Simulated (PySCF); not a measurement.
C2HF4O3S (charge -1).
Atom-mapped SMILES: `[O:1]=[S:2](=[O:3])([O-:4])[C@@H:5]([F:6])[C:7]([F:8])([F:9])[F:10]` (hydrogens: H11 on C5)

The geometry is computed with GFN2-xTB (gas phase).

Q: What internal coordinates does the optimisation give?

A: 
```tsv
bond	length (Å)	order
O1=S2	1.449	double
S2=O3	1.446	double
S2–O4	1.444	single
S2–C5	1.900	single
C5–F6	1.368	single
C5–C7	1.496	single
C7–F8, C7–F9	1.331	single
C7–F10	1.376	single
C5–H11	1.090	single
```

Bonds in one row agree within 0.01 Å and their mean is given. Orders are formal, as drawn. A selection of angles:
```tsv
angle	degrees
O1–S2–O3	114.8
O1–S2–O4	115.8
O1–S2–C5	99.9
O3–S2–O4	115.6
O3–S2–C5	103.5
O4–S2–C5	104.3
S2–C5–F6	112.8
S2–C5–C7	106.5
S2–C5–H11	107.5
F6–C5–C7	109.8
F6–C5–H11	109.1
C7–C5–H11	111.2
C5–C7–F8	113.9
F8–C7–F9	108.1
F8–C7–F10	104.2
```

Torsions: O1–S2–C5–F6 156° (antiperiplanar); S2–C5–C7–F8 -78° (synclinal).

Of the pairs four or more bonds apart, O4···F8 is among the closest relative to their van der Waals radii: 2.76 Å, 92 % of the sum of Bondi's values. S2 (sulfonyl sulfur) is distorted tetrahedral (angles from 99.9° to 115.8°). The 4 C–F bonds span 1.330 Å (C7–F9, drawn single) to 1.376 Å (C7–F10, drawn single), a spread of 0.046 Å.

Point group: C1 (no symmetry element, even within 0.4 Å). GFN2-xTB frequencies: not computed here.

One conformer stands for the species.
